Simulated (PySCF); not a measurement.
CH, doublet, geometry from GFN2-xTB. Base run: CAMB3LYP/cc-pVTZ run with PySCF.

The PySCF input:
```python
from pyscf import gto, scf, dft

mol = gto.M(
    atom='''
C    -0.000000   -0.000000   -0.159091
H     0.000000    0.000000    0.954548
''',
    basis='cc-pvtz',
    charge=0,
    spin=1,
    verbose=4,
)

mf = dft.UKS(mol)
mf.xc = 'camb3lyp'
mf.kernel()
```

Each row names what was changed in the base input (with any setting that the change needs).

```json
[
 {"change": "base", "ΔE vs base (µEh)": "0.0", "fitting functions": "-", "dipole (D)": "1.54"},
 {"change": "exchange = seminumerical (SGX) (with mf = sgx.sgx_fit(mf, auxbasis='def2-universal-jfit'); with mf.with_df.dfj = True)", "ΔE vs base (µEh)": "-55.0", "fitting functions": "60", "dipole (D)": "1.54"},
 {"change": "auxbasis = cc-pvtz-jkfit", "ΔE vs base (µEh)": "-9.5", "fitting functions": "109", "dipole (D)": "1.54"},
 {"change": "auxbasis = cc-pvqz-jkfit", "ΔE vs base (µEh)": "-4.5", "fitting functions": "157", "dipole (D)": "1.54"},
 {"change": "auxbasis = def2-universal-jfit", "ΔE vs base (µEh)": "-1.3", "fitting functions": "60", "dipole (D)": "1.54"},
 {"change": "auxbasis = autoaux", "ΔE vs base (µEh)": "-1.8", "fitting functions": "211", "dipole (D)": "1.54"},
 {"change": "auxbasis = def2-tzvp-ri", "ΔE vs base (µEh)": "-36.3", "fitting functions": "91", "dipole (D)": "1.54"},
 {"change": "auxbasis = even-tempered beta=3.0", "ΔE vs base (µEh)": "-41.3", "fitting functions": "127", "dipole (D)": "1.54"},
 {"change": "only_dfj = on; auxbasis = def2-universal-jfit", "ΔE vs base (µEh)": "-55.1", "fitting functions": "60", "dipole (D)": "1.54"},
 {"change": "auxbasis = even-tempered beta=2.0", "ΔE vs base (µEh)": "-2.0", "fitting functions": "196", "dipole (D)": "1.54"}
]
```

A fitting set is made for a task (jfit for Coulomb, jkfit for Coulomb and exchange, ri for correlation) and for a family of orbital bases.

Open shells are given as the SCF converged; they aren't shown to be the lowest states, and a large step between rows can be another state.
